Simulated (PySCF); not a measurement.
CH9ClN2Si2, SMILES C[Si@@](N)(Cl)[SiH2]N.

Coordinates come from a r2SCAN-D4/def2-SVP optimisation. The structure was generated by enumeration; whether it is a known compound was not checked. Other conformers were not sampled.

Method: PySCF with TDA-B3LYP/def2-SVPD.

Vertical excitations. 

Computed excitation energies, oscillator strengths and character:
| state | energy (eV) | λ (nm) | f | main pairs |
|---|---|---|---|---|
| S1 | 5.41 | 229 | 0.030 | HOMO→LUMO 97 % |
| S2 | 5.92 | 209 | 0.024 | HOMO→LUMO+1 96 % |
| S3 | 6.25 | 198 | 0.063 | HOMO→LUMO+2 95 % |
| S4 | 6.39 | 194 | 0.031 | HOMO−1→LUMO 77 %, HOMO−1→LUMO+1 19 % |
| S5 | 6.67 | 186 | 0.031 | HOMO−1→LUMO+1 74 %, HOMO−1→LUMO 20 % |
| S6 | 6.90 | 180 | 0.038 | HOMO→LUMO+3 66 %, HOMO−2→LUMO 19 % |
| T1 | 4.94 | 251 | 0 | HOMO→LUMO 90 % |
| T2 | 5.44 | 228 | 0 | HOMO→LUMO+1 69 %, HOMO→LUMO+2 22 % |
Triplets are in the Tamm–Dancoff approximation.
